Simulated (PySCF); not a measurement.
Computed structure and properties of [Dy(NH3)]3+

System: [Dy(NH3)]3+ (singlet in the valence; each metal's 4f electrons, 9 of them, lie in its core potential, out of spins and levels); start: template (C3v). Method: PySCF 2.14.0, RKS B3LYP, Dy lcecp-1-SVP with ECP55, N def2-SVP, H def2-SVP; non-relativistic Hamiltonian with scalar-relativistic core potentials where named; density fitting; no spin-orbit coupling.

Input of the relaxation:

```python
mol = gto.M(atom='''
Dy     0.00000     0.00000    -0.24259
N     -0.00000    -0.00000     2.26491
H      0.93916     0.00004     2.66291
H     -0.46961     0.81332     2.66291
H     -0.46955    -0.81335     2.66291''',
    basis={'Dy': 'lcecp-1-SVP', 'N': 'def2-SVP', 'H': 'def2-SVP'},
    ecp={'Dy': 'lcecp-1-SVP'},
    charge=3, spin=0)
mf = dft.RKS(mol, xc='B3LYP')
mf.grids.atom_grid = (50, 194)  # f atoms: unpruned, at least (60, 302)
mf = mf.density_fit()  # fitting sets: Dy AutoAux, N def2-universal-JKFIT, H def2-universal-JKFIT
mf.conv_tol = 1e-08; mf.max_cycle = 55
mf.kernel(dm0)  # dm0: converged density of the start geometry
# quasi-Newton relaxation in Cartesian coordinates to a largest gradient under 0.00045 Eh/bohr, steps kept in the point group
```

Run from Python with OMP_NUM_THREADS=2; the lines above give its settings. Where DIIS fails, smearing, a level shift and second-order steps follow.
It took 8.1 s on 2 threads of Arm Neoverse V2, with other jobs on the host, from the converged density of the start.

Course of the relaxation:

| step | energy above end (eV) | largest force component within the symmetry (eV/Å) |
| --- | --- | --- |
| 0 | 0.1561 | 2.556 |
| 1 | 0.0634 | 1.121 |
| 2 | 0.0163 | 0.462 |
| 3 | 0.0048 | 0.347 |
| 4 | 0.0003 | 0.132 |
| 5 | 0.0000 | 0.009 |
| 6 | 0.0000 | 0.003 |

Relaxed geometry (C3v):

```xyz
5

Dy    0.0000    0.0000   -0.1356
N     0.0000    0.0000    2.1925
H     0.9448    0.0000    2.6514
H    -0.4724    0.8182    2.6514
H    -0.4724   -0.8183    2.6514
```

```json
{"contact": "Dy1–N2 (NH3)", "Å": "2.328"}
```

On the finer grid (75, 302):

```json
{
 "HOMO": "-27.57 eV",
 "LUMO": "-20.80 eV",
 "Dipole about the centre of mass": "3.99 D",
 "Set of Mulliken populations of Dy1 outside the core potential": "s 2.10, p 6.05, d 0.37, f 0.01",
 "D3(BJ) dispersion energy (not in the energies)": "-0.191 eV"
}
```

| atom | Mulliken (e) | Löwdin (e) | spin (e) |
| --- | --- | --- | --- |
| Dy1 | 2.45 | 2.38 | 0.00 |
| N2 | -0.32 | 0.02 | 0.00 |
| H3 | 0.29 | 0.20 | 0.00 |
| H4 | 0.29 | 0.20 | 0.00 |
| H5 | 0.29 | 0.20 | 0.00 |

The 4f levels lie in the core potential and are missing. Their spin isn't counted.

A rough frequency check found all modes real, so this is a minimum.

Taking off one NH3 (charge 0, singlet; the rest: singlet) in vacuum, both parts rigid, costs 5.83 eV; the small basis without counterpoise inflates it. Parting with an electron moved from the ligand to the metal can be far cheaper, even downhill.

Rigid scan of NH3 along the line from its metal:

```
distance to N2 (Å)  energy (eV)
              2.03        0.637
              2.13        0.245
              2.23        0.053
              2.33        0.000
              2.43        0.041
              2.53        0.144
              2.73        0.455
```

One start shape was tried, so this needn't be the lowest isomer.

An lcecp potential fixes the number of 4f electrons, so in runs with it no electron can move into or out of that shell.
